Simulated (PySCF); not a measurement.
These compounds are isomers of formula C₆H₉N₃.

A. SMILES C=Cn1cc(CC)nn1
B. `Cc1n[nH]nc1C1CC1`
C. SMILES c1(C)cc(CC)nnn1

Spectrum 1. ¹H NMR (300 MHz, computed): δ 9.89 (br s, 1H), 2.40 (s, 3H), 1.52 (m, 1H), 0.98 (m, 2H), 0.97 (m, 2H). ¹³C{¹H} NMR (computed): δ 152.3 (C), 143.9 (C), 12.9 (CH2), 11.5 (CH3), 7.6 (CH).

Spectrum 2. ¹H NMR (300 MHz, computed): δ 7.56 (s, 1H), 7.47 (m, 1H), 5.43 (m, 1H), 5.08 (m, 1H), 2.60 (q, 2H), 1.42 (t, 3H). ¹³C{¹H} NMR (computed): δ 154.0 (C), 139.9 (CH), 118.5 (CH), 103.2 (CH2), 22.6 (CH2), 16.7 (CH3).

Spectrum 3. ¹H NMR (300 MHz, computed): δ 6.71 (s, 1H), 2.75 (s, 3H), 2.69 (q, 2H), 1.53 (t, 3H). ¹³C{¹H} NMR (computed): δ 166.6 (C), 161.3 (C), 118.9 (CH), 33.8 (CH2), 24.0 (CH3), 16.8 (CH3).

[PySCF 2.14.0 with density-fitted response routines: PBE0-D3(BJ)/def2-SVP structure; shieldings: GIAO PBE0/pcSseg-1; rapidly exchanging positions averaged; single conformer; gas phase; no relativistic terms]

δ = σ(ref) − σ, references computed at the same level: ¹H (31.27 ppm), ¹³C (184.41 ppm) vs TMS. Where no couplings were computed, multiplicities follow the n + 1 count of equivalent neighbours, and m marks all less simple cases (inequivalent or close neighbours, rings, F or P nearby). Shifts are as computed. Against solution values, carbons near 30 ppm lie about +2 ppm off and those near 130 ppm about +5 ppm (rms about the fit 1.9 ppm; single classes can miss by 10 ppm). Of 1328 compounds with measured shifts, 309 miss one by over three times the rms of a fit or turn the order of signals round; such compounds aren't used in these exercises. Signals without a measured value on file couldn't be tested in this way; 1H shifts scatter by 0.2 ppm about their fit, and single ones miss by 0.5 ppm. OH and NH positions are gas-phase values without hydrogen bonding to other molecules.

**Question.** Match each spectrum to its structure.

**Answer.** 1–B, 2–A, 3–C.

- Spectrum 1 (B): 5 ¹³C signals; δC 12.9 is a three-membered-ring carbon; δC 11.5 is a methyl carbon on an aromatic ring.
- Spectrum 2 (A): 6 ¹³C signals; δC 139.9 is an alkene CH; δC 103.2 is a terminal =CH2 carbon.
- Spectrum 3 (C): 6 ¹³C signals; δC 33.8 is an sp3 CH2 on an aromatic ring; δC 24.0 is a methyl carbon on an aromatic ring.
